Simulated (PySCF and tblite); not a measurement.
Results of a calculation; reference values are marked as such.
# C₉H₁₂O₃, numbered as in [CH3:1][O:2][C:3](=[O:4])[c:5]1[cH:6][cH:7][c:8]([CH:9]([CH3:10])[CH3:11])[o:12]1: conformational analysis

Free energies: PBE0-D3(BJ)/6-31G* on GFN2-xTB structures plus GFN2-xTB thermal terms, symmetry and mirror images included. Conformers within 2.5 kcal/mol (GFN2-xTB free energy) were kept, 4 at most. GIAO shieldings: PBE0/6-31G*. Shifts are against TMS (¹H), TMS (¹³C) at the same level. Run with PySCF (density fitting) and tblite.

Torsions listed: C1–O2–C3–O4, O2–C3–C5–O12, O12–C8–C9–C10.

```
conformer           shape  symmetry  E(GFN2) kcal/mol  E(DFT) kcal/mol  G(298.15 K) kcal/mol  weight %  dipole D
        1    0°, 0°, -61°        Cs              0.01             0.00                  0.00      48.0      2.58
        2  0°, 180°, -61°        Cs              0.63             0.31                  0.32      28.0      2.50
        3    0°, 0°, 119°        Cs              0.00             0.84                  0.68      15.4      2.66
        4  0°, 180°, 119°        Cs              0.70             1.18                  1.02       8.6      2.65
```

Weights (%) against temperature:

```json
{"T (K)": "250", "1": "53.0", "2": "27.9", "3": "12.7", "4": "6.4", "S(mix) cal/mol/K": "2.25"}
{"T (K)": "298.15", "1": "48.0", "2": "28.0", "3": "15.4", "4": "8.6", "S(mix) cal/mol/K": "2.40"}
{"T (K)": "350", "1": "43.9", "2": "27.8", "3": "17.6", "4": "10.7", "S(mix) cal/mol/K": "2.51"}
```

Averaged shifts at 298.15 K. ¹H: 7.13 (H6, 1H), 6.07 (H7, 1H), 3.88 (H1, 3H), 3.06 (H9, 1H), 1.38 (H10/H11, 6H) ppm. ¹³C: 157.2 (C8), 150.3 (C3), 138.0 (C5), 118.2 (C6), 103.9 (C7), 50.4 (C1), 31.7 (C9), 23.2 (C10/C11) ppm.

Coordinates of conformer 1 (Å):

```xyz
24

C     3.976    0.603    0.998
O     2.637    0.349    0.608
C     2.468   -0.651   -0.272
O     3.376   -1.310   -0.723
C     1.064   -0.846   -0.617
C     0.492   -1.758   -1.473
C    -0.892   -1.510   -1.436
C    -1.074   -0.467   -0.564
C    -2.315    0.237   -0.117
C    -2.484    0.084    1.397
C    -2.242    1.716   -0.505
O     0.105   -0.066   -0.069
H     4.581    0.870    0.128
H     4.410   -0.283    1.466
H     3.936    1.429    1.704
H     1.014   -2.499   -2.042
H    -1.655   -2.028   -1.980
H    -3.164   -0.230   -0.626
H    -1.631    0.518    1.912
H    -2.555   -0.967    1.668
H    -3.387    0.590    1.727
H    -2.143    1.823   -1.583
H    -3.144    2.232   -0.186
H    -1.384    2.183   -0.029
```

The minima are those of GFN2-xTB; planar forms about aryl–S or allylic bonds may be saddles in DFT. Shifts are unscaled: against experiment ¹³C can be off by 15 ppm or more and ¹H by 0.8 ppm.

Search and properties took 4.5 min on 1 thread of Arm Neoverse N1 (shared host) (rough), launched as `OMP_NUM_THREADS=1 python ens_run.py task.json out`.


Conformer gaps in 6-31G* on xTB geometries can be 2 kcal/mol off for S=O, P=O and other polar bonds.